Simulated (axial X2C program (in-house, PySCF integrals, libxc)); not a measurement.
MgTe: cheaper levels and CCSD(T), with spin–orbit coupling

Computed with an in-house all-electron X2C program for linear molecules (integrals from PySCF). Two-component (2c) means X2C with spin–orbit coupling and atomic mean-field two-electron Coulomb and Gaunt terms. Basis: Te dyall-cv3z [11s12p8d4f1g], Mg dyall-cv3z [9s8p6d3f] (cores contracted in-house); Gaussian nuclei, density fitting, unrestricted open shells. Masses: Te 129.906 u, Mg 23.985 u.

State: Ω = 0 (closed shell); fragments Te + Mg.

```json
{"level": "PBE0", "Re (Å)": "2.478", "ωe (cm⁻¹)": "339.3", "De (eV)": "1.36"}
{"level": "HF", "Re (Å)": "2.496", "ωe (cm⁻¹)": "324.2", "De (eV)": "n/a"}
{"level": "CCSD", "Re (Å)": "2.511", "ωe (cm⁻¹)": "321.5", "De (eV)": "0.986"}
{"level": "BP86", "Re (Å)": "2.503", "ωe (cm⁻¹)": "321.9", "De (eV)": "1.51"}
```

Correlated methods: 8 electrons correlated (number of frozen shells: Te 4 s, 3 p, 2 d; Mg 2 s, 1 p), 292 virtual spin orbitals or spinors in MP2, 90 natural virtuals in coupled cluster.

CCSD(T), same Hamiltonian and basis:

Re = 2.510 Å, ωe = 326.0 cm⁻¹, De = 1.18 eV; T1 = 0.022 (Lee–Taylor normalisation).

Give the differences from CCSD(T) in the columns below.



```csv
level,ΔRe (Å),Δωe (cm⁻¹),ΔDe (eV)
PBE0,-0.032,13,0.18
HF,-0.014,-2,n/a
CCSD,0.001,-4,-0.19
BP86,-0.007,-4,0.33
```

Occupations by symmetry block were frozen at the best pattern of an incomplete PBE0 search. Closed shells are restricted here (equal orbitals for both partners); the stretched side of such a curve lies too high. Dissociation energies refer to the lowest single-determinant-based atoms at the same level and basis. De is not given where an atomic determinant may have missed its ground term or J level, or where the truncated virtual space spoils (T). Coupled cluster ran in a truncated set of natural virtual spinors; the MP2 energy of the rest was added. (T) has no such correction and the atoms are truncated less, which lowers De at CCSD(T) by a hundredth of an eV or more. PBE0 can misorder states that lie within some tenths of an eV, so this need not be the ground state of the molecule. The nearest other 2c determinant of the search, Ω = 2, lies 0.21 eV up at the distance of the search. The functionals have no current-density term, which raises determinants with orbital currents, atoms included. With the outer-core shells frozen, correlated bond lengths of heavy atoms tend to come out a few hundredths of an ångström too long.
